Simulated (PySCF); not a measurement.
Species: C₂H₁₂Si₄ (charge -1 and doublet state).
Z-matrix (Å and degrees, GFN2-xTB geometry), rows numbered from 1:
```
C 
C   1  1.3465
Si  2  1.8674  1  125.61
Si  3  2.3406  2  124.42  1    80.15
Si  4  2.3431  3  138.32  2  -164.26
Si  5  2.3179  4  137.09  3  -177.97
H   1  1.0789  2  121.20  3    11.53
H   1  1.0822  2  123.11  3  -169.75
H   2  1.0889  1  116.34  3   166.69
H   3  1.4881  2  104.34  1  -153.75
H   3  1.4888  2  105.43  1   -44.12
H   4  1.4999  3  103.83  2    67.98
H   4  1.4983  3  104.18  2   -36.28
H   5  1.4990  4  104.96  3    54.25
H   5  1.5001  4  104.91  3   -50.58
H   6  1.4811  5  109.84  4   -55.67
H   6  1.4810  5  109.62  4    57.73
H   6  1.4911  5  131.25  4  -179.15
```

The hyperfine couplings belong to this conformer and change with its torsions.

As a line formula: `[CH2-][CH][SiH2][SiH2][SiH2][SiH3]` [radical] (charge -1).

Computed, not measured: PySCF, UKS B3LYP, pcH-1 on C H Si, non-relativistic, mean-field spin-orbit, GIAO. Whether the extra electron is bound in the gas phase wasn't checked; a finite basis holds it in any case. A GFN2-xTB geometry isn't a minimum of the functional, and hyperfine couplings can be far from their values at a DFT geometry, by a factor of two or more for some ions and for spin on atoms past the first row. The SCF solution wasn't tested for stability.

(1) What is the g tensor, term by term?

(2) What are the electron Larmor frequencies g μB B/h along the three axes at 330 mT?

(3) How much does each term add to the isotropic shift?

(4) In a frozen sample, at which fields do the three g values resonate at 9.5, 34, 94 and 263 GHz (hyperfine left aside), and which band first spreads them over more than twice a line width of 0.5 mT?

Results:

(1) 
```json
{"Δg (ppm)": "relativistic mass correction", "1": "-143", "2": "-143", "3": "-143"}
{"Δg (ppm)": "gauge correction", "1": "11", "2": "16", "3": "-63"}
{"Δg (ppm)": "orbital Zeeman/spin–orbit", "1": "-39", "2": "741", "3": "3732"}
{"Δg (ppm)": "total", "1": "-171", "2": "614", "3": "3526"}
```

So g = 2.00215, 2.00293, 2.00585 and g_iso = 2.00364; the tensor is rhombic: the two nearest values differ by 21 % of g3 − g1. Axes: g2 points within 2° of the Si4–Si5 bond.

(2) 9.2474, 9.2511, 9.2645 GHz for g1, g2 and g3, a range of 17.1 MHz.

(3) The orbital-Zeeman/spin–orbit term 1478, the mass correction -143 and the gauge correction -12 ppm, for a total of 1323 ppm. The orbital-Zeeman/spin–orbit term is the largest in size. The mass correction is the same along every axis, so the anisotropy comes from the other two: their spans along these axes are 79 (gauge) and 3771 ppm (orbital Zeeman/spin–orbit).

(4) 
| band | GHz | B(g3) mT | B(g2) mT | B(g1) mT | spread mT |
| --- | --- | --- | --- | --- | --- |
| X | 9.5 | 338.39 | 338.88 | 339.01 | 0.62 |
| Q | 34.0 | 1211.07 | 1212.83 | 1213.31 | 2.24 |
| W | 94.0 | 3348.26 | 3353.13 | 3354.44 | 6.18 |
| J | 263.0 | 9368.00 | 9381.62 | 9385.30 | 17.30 |

The spread grows in proportion to the frequency. Q band is the first where it exceeds 1.0 mT.

The largest Mulliken spin populations are on Si4 (+0.27), Si5 (+0.25), Si3 (+0.20) and Si6 (+0.17). Five atoms exceed +0.15.

The HOMO–LUMO gaps are 2.26 eV among the α and 5.42 eV among the β orbitals.

The SMILES draws the unpaired electron on C2; the largest computed Mulliken spin population is on Si4 (0.27 against 0.00).
